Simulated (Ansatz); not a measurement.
Abridged output of a molecular run in Ansatz:

```
Functional definition: HF
1669 factors; integrals over basis functions are off by at most 8.5e-4 eV
mean field evaluation 1: about -74779.2232 eV, gradient 2.8e1 eV
mean field evaluation 2: about -74779.4616 eV, gradient 2.8e1 eV
mean field evaluation 4: about -74782.1813 eV, gradient 3.7e0 eV
mean field evaluation 8: about -74782.2395 eV, gradient 2.8e-1 eV
mean field evaluation 16: about -74782.2400 eV, gradient 1.9e-6 eV
mean field -74782.23999416 eV, -2748.1966305625 hartree, gradient 1.9e-6 eV, S^2 0.000000; 0 other end points of the search recorded, 0 dependent functions left out
20 core orbitals not correlated: weight in the atoms' cores, before any rotation towards them, 1.000 or more for the frozen orbitals, at most 0.000 for the correlated occupied ones
reference -74782.23999416 eV, -2748.1966305625 hartree; 18, 18 occupied and 251, 251 virtual orbitals, 1669 factors
second order -19.85625833 eV of doubles, -0.00000000 eV of singles
cycle   1  -20.83770043 eV  change   -9.8e-1 eV  update   1.1e-1
cycle   2  -21.52536205 eV  change   -6.9e-1 eV  update   3.3e-2
cycle   3  -21.59468612 eV  change   -6.9e-2 eV  update   1.4e-2
cycle   4  -21.58992156 eV  change    4.8e-3 eV  update   3.7e-3
cycle   5  -21.58810926 eV  change    1.8e-3 eV  update   1.2e-3
cycle   6  -21.58757519 eV  change    5.3e-4 eV  update   3.8e-4
cycle   7  -21.58758371 eV  change   -8.5e-6 eV  update   1.2e-4
cycle   8  -21.58761828 eV  change   -3.5e-5 eV  update   4.7e-5
cycle   9  -21.58761931 eV  change   -1.0e-6 eV  update   1.6e-5
perturbative correction -0.83324251 eV, -0.0306210974 hartree
Total energy: -74804.66085597 eV, -2749.0205820367 hartree
```

Its atoms:

Cartesian coordinates in Å:
```
C 0.785 0.558 -1.769
Si 1.024 0.974 0.043
Ge -0.133 -0.587 1.419
P -2.388 -0.540 0.831
H 1.163 -0.442 -1.992
H -0.273 0.589 -2.038
H 1.316 1.272 -2.403
H 0.493 2.334 0.337
H 2.472 0.961 0.395
H 0.454 -2.006 1.274
H -0.054 -0.195 2.906
H -2.697 -1.786 1.439
H -2.162 -1.132 -0.441
```

Task: Which basis set was used?
A. def2-TZVPP
B. cc-pV(D+d)Z
C. def2-QZVPP
D. def2-SVPD

Result: A. It gives 289 functions.

Task: Write the keys of the input that set method, charge and spin (a neutral closed shell needs none for the last two).

Result: 
```yaml
correlation: {method: ccsd_t}
```
